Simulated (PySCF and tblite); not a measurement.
Results of a calculation; reference values are marked as such.
2 regioisomers of C7H5NO2:

```json
{"isomer": "A", "SMILES": "[CH:1]#[C:2][c:3]1[cH:4][n+:5]([O-:6])[cH:7][cH:8][c:9]1[OH:10]"}
{"isomer": "B", "SMILES": "[CH:1]#[C:2][c:3]1[cH:4][c:5]([OH:6])[cH:7][cH:8][n+:9]1[O-:10]"}
```

Protocol: conformer search, at most 4 conformers an isomer, GFN2-xTB geometries, energies PBE0/pcSseg-1 (D3(BJ) added where defined), weights at 298.15 K with GFN2-xTB thermal terms. Programs: PySCF with density fitting and tblite.

(1) Rank the isomers by free energy at 298.15 K.

Results:

(1) 
```csv
isomer,ΔG (kcal/mol),"ΔE, lowest conformer",conformers,largest weight %,rms dipole (D)
A,0.0,0.0,2,100,4.38
B,3.4,3.7,2,65,4.33
```
